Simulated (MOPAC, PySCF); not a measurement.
The metal is changed in MCl4-. Isolated molecules, 0 K electronic values unless said otherwise. Multiplicities are imposed; where one is given, others were not computed.

Quantity: adiabatic spin-state energy, in kcal/mol. Semi-empirical values (MOPAC) are differences of heats of formation. Levels without diffuse functions put anions too high.

Level 1: B3LYP-D3(BJ)/def2-TZVP // TPSS-D3(BJ)/def2-SVP (PySCF)
Level 2: PBE-D3(BJ)/def2-TZVP // TPSS-D3(BJ)/def2-SVP (PySCF)
Level 3: TPSS-D3(BJ)/def2-TZVP // TPSS-D3(BJ)/def2-SVP (PySCF)
Level 4: PM6 // TPSS-D3(BJ)/def2-SVP (MOPAC)

```csv
species,level 2,level 3,level 4
[Ni(Cl)4]-: multiplicity 4 minus multiplicity 2,-8.08,-8.68,-0.63
[Co(Cl)4]-: multiplicity 5 minus multiplicity 3,-6.95,-4.84,19.3
```

Q: What does level 1 give for each?

A: 
- [Ni(Cl)4]-: multiplicity 4 minus multiplicity 2: -11.3
- [Co(Cl)4]-: multiplicity 5 minus multiplicity 3: -9.61
